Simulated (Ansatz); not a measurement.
CH₆BFGe (`B[CH](F)[GeH3]`), relaxed with RKS PBE0-D4/def2-TZVP in Ansatz from a PBE-D4/def2-SVP geometry. The force threshold is 0.005 eV/Å; the program also tests the step.

The species carries charge 0 and has multiplicity 1.

Start:

```xyz
10

B    -0.603    1.257   -0.097
C    -0.953   -0.175   -0.424
F    -1.872   -0.865    0.335
Ge    0.970   -0.679    0.264
H    -0.961    1.771    0.943
H     0.149    1.837   -0.861
H    -0.919   -0.581   -1.456
H     0.724   -2.094    0.838
H     1.953   -0.708   -0.929
H     1.514    0.238    1.388
```

(1) How much energy does the relaxation release, and in how many steps? (An estimate is asked.)

(2) Which bonds change most? (An estimate is asked.)

(3) Give the relaxed structure. (Best estimate.)

Answers

(1) The calculation gave: 0.81 kcal/mol, in 9 steps.

(2) Computed: C2–Ge4 from 2.104 to 2.060 Å; B1–H5 from 1.214 to 1.193 Å; B1–H6 from 1.219 to 1.198 Å; C2–H7 from 1.109 to 1.092 Å.

(3) The calculation gave: 
```xyz
10

B    -0.627    1.279   -0.089
C    -0.893   -0.168   -0.410
F    -1.838   -0.863    0.315
Ge    0.974   -0.722    0.261
H    -1.039    1.780    0.913
H     0.122    1.867   -0.815
H    -0.891   -0.526   -1.441
H     0.734   -2.103    0.879
H     1.928   -0.784   -0.937
H     1.530    0.238    1.323
```
